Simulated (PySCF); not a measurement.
This script is equivalent to a calculation on Li (lithium, neutral).

```python
from pyscf import gto, scf, dft, mp, cc
import basis_set_exchange as bse
mol = gto.M(atom="Li 0 0 0", charge=0, spin=1, symmetry="D2h",
            basis=gto.basis.parse(bse.get_basis("jorge-DZP-DKH", elements=["Li"], fmt="nwchem", header=False)),
            nucmod="G")
mf = dft.UKS(mol, xc="TPSS").sfx2c1e()
mf.irrep_nelec = {'Ag': (2, 1)}
mf.kernel()
```

Problem. What total energy does it give?

Solution. -7.489 hartree (calculated).

Problem. Which occupied shell lies highest, and where?

Solution. 2s α, at -3.194 eV.

Problem. What is ⟨S²⟩, and what would a pure spin state give?

Solution. 0.750, against 0.75.
